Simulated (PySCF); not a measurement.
# Simulated characterisation data

Computed data (PySCF 2.14.0 with density-fitted response routines): GIAO PBE0/pcSseg-1 shieldings, geometry: GFN2-xTB. Gas phase, no relativistic terms, single conformer, averaged over atoms made equivalent by symmetry, fast rotation or ring inversion.

Scale: ¹H (31.72 ppm), ¹³C (186.93 ppm) against TMS (reference shieldings calculated alike). Where no couplings were computed, multiplicities follow the n + 1 count of equivalent neighbours, and m marks all less simple cases (inequivalent or close neighbours, rings, F or P nearby). Acid and N–H amide carbonyl carbons lie up to 10 ppm further downfield in solution (hydrogen bonding). Shifts are as computed. Against solution values, carbons near 30 ppm lie about +3 ppm off and those near 130 ppm about +5 ppm. Of 1211 compounds with measured shifts, 218 miss one by over three times the rms of a fit or turn the order of signals round; such compounds aren't used in these exercises. Groups on amide-type nitrogens are kept apart (slow C–N rotation). OH and NH positions are gas-phase values without hydrogen bonding to other molecules.

Compound 1 (C$_{7}$H$_{10}$N$_{2}$). ¹H NMR (600 MHz, computed): δ 7.40 (m, 1H), 6.68 (d, 1H), 6.59 (d, 1H), 6.53 (s, 1H), 3.67 (s, 2H), 3.41 (br s, 2H), 0.70 (br s, 2H). ¹³C{¹H} NMR (computed): δ 154.8 (C), 153.1 (C), 136.2 (CH), 120.2 (CH), 114.9 (CH), 114.8 (CH), 54.7 (CH2). Structure: `InChI=1S/C7H10N2/c8-5-6-2-1-3-7(9)4-6/h1-4H,5,8-9H2`.

Compound 2 (C$_{5}$H$_{11}$NO$_{2}$Si). ¹H NMR (600 MHz, computed): δ 5.70 (br, 1H), 4.31 (br, 1H), 4.29 (m, 3H), 4.20 (m, 1H), 3.78 (s, 3H), 2.97 (s, 2H). ¹³C{¹H} NMR (computed): δ 173.7 (C), 168.7 (C), 84.6 (CH), 55.3 (CH3), 47.5 (CH2). Structure: `InChI=1S/C5H11NO2Si/c1-8-4(3-9)2-5(6)7/h3H,2H2,1,9H3,(H2,6,7)/b4-3+`.

Compound 3 (C$_{5}$H$_{11}$NO$_{2}$Si). ¹H NMR (600 MHz, computed): δ 6.28 (m, 1H), 5.38 (m, 1H), 5.28 (m, 1H), 4.58 (s, 1H), 4.45 (m, 1H), 4.37 (m, 1H), 4.30 (m, 1H), 1.91 (m, 1H), 1.26 (m, 1H), 0.72 (br s, 2H). ¹³C{¹H} NMR (computed): δ 152.3, 119.8, 80.3, 66.7, 43.1. Structure: SMILES C=C[C@@H]1CCO[Si@H](N)O1.
